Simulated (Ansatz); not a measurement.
Ansatz (a first-principles code) input (RI-MP2/def2-TZVPP):
A basis named .json is the Basis Set Exchange file of that set.

Ansatz 0.2 input:
```yaml
crystal:
  periodic: [false, false, false]
  atoms:
    - {symbol: Nb, position_ang: [0.26755616, 0.12327837, 0.34899699]}
    - {symbol: O, position_ang: [1.52732369, -0.83754635, -0.31113136]}
    - {symbol: O, position_ang: [-0.47416462, -1.19608198, 1.29710490]}
    - {symbol: Cl, position_ang: [-1.14088677, 0.65968315, -1.30568617]}
basis:
  gaussian:
    orbitals: def2-TZVPP
    fitting: {mean_field: def2-universal-jkfit, correlation: def2-TZVPP-RIFIT.json}
total_charge: 1
magnetization: {spin_polarized: true, initial_magnetization: 1}
correlation: {method: mp2, electrons: outside_noble_gas}
```

End of the output:

```
451 factors; integrals over basis functions are off by at most 1.0e0 eV
mean field: 0.48 GiB planned
mean field evaluation 1: about -18081.6383 eV, gradient 7.6e1 eV
mean field evaluation 2: about -17909.2636 eV, gradient 2.2e2 eV
mean field evaluation 4: about -18104.6574 eV, gradient 7.3e0 eV
mean field evaluation 8: about -18105.0567 eV, gradient 1.6e0 eV
mean field evaluation 16: about -18106.7404 eV, gradient 8.5e0 eV
mean field evaluation 32: about -18107.5905 eV, gradient 1.3e0 eV
mean field evaluation 64: about -18102.8665 eV, gradient 6.8e0 eV
mean field evaluation 96: about -18105.0167 eV, gradient 1.5e0 eV
mean field -18107.83069463 eV, -665.4505040990 hartree, gradient 3.4e-6 eV, S^2 1.216637; 11 other end points of the search recorded, 0 dependent functions left out
11 core orbitals not correlated
reference -18107.83069463 eV, -665.4505040990 hartree; 12, 11 occupied and 137, 138 virtual orbitals, 451 factors
second order -20.84001263 eV of doubles, -0.00000000 eV of singles
Total energy: -18128.67070726 eV, -666.2163604375 hartree
```

The spin state was set by rule; other spins were not relaxed.

The determinant is spin-contaminated: <S^2> is 1.22 against 0.75 for a pure state.
